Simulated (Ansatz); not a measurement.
A run for Ansatz (a program for electronic structure): U-r2SCAN/cc-pVTZ on GaH, a point of a bond scan (R = 3.885 Å).

Ansatz 0.2 input:
```yaml
crystal:
  periodic: [false, false, false]
  atoms:
    - {symbol: Ga, position_ang: [-0.00000000, -0.00000000, -0.05278299]}
    - {symbol: H, position_ang: [0.00000000, 0.00000000, 3.83204526]}
basis:
  gaussian:
    orbitals: cc-pVTZ
hamiltonian:
  xc: {name: r2SCAN}
magnetization: {spin_polarized: true, initial_magnetization: 0}
```

Program output:

```
WARN ansatz: RAYON_NUM_THREADS=2 ignored (pool sized by the plan → 2); use --threads N
Functional definition: r2SCAN
integrals: 0.01 GiB planned
423 factors; their error is unknown
mean field: 0.16 GiB planned
mean field evaluation 1: about -52386.6780 eV, gradient 1.6e1 eV
mean field evaluation 2: about -52374.5484 eV, gradient 2.5e1 eV
mean field evaluation 4: about -52388.2127 eV, gradient 8.8e0 eV
mean field evaluation 8: about -52388.7280 eV, gradient 1.0e1 eV
mean field evaluation 16: about -52390.6894 eV, gradient 1.0e0 eV
mean field evaluation 32: about -52391.0711 eV, gradient 1.6e-5 eV
mean field evaluation 64: about -52391.0634 eV, gradient 4.5e-1 eV
mean field evaluation 96: about -52388.5140 eV, gradient 7.4e0 eV
mean field -52391.07110477 eV, -1925.3363511569 hartree, gradient 1.7e-6 eV, S^2 0.780095; 9 other end points of the search recorded, 0 dependent functions left out
reference -52391.07112016 eV, -1925.3363517226 hartree; 16, 16 occupied and 41, 41 virtual orbitals, 423 factors
Total energy: -52391.07112016 eV, -1925.3363517226 hartree
```

Self-consistency was reached. Its determinant has ⟨S²⟩ = 0.78, a mixture of spin states.

Cost: roughly 8 core-seconds.
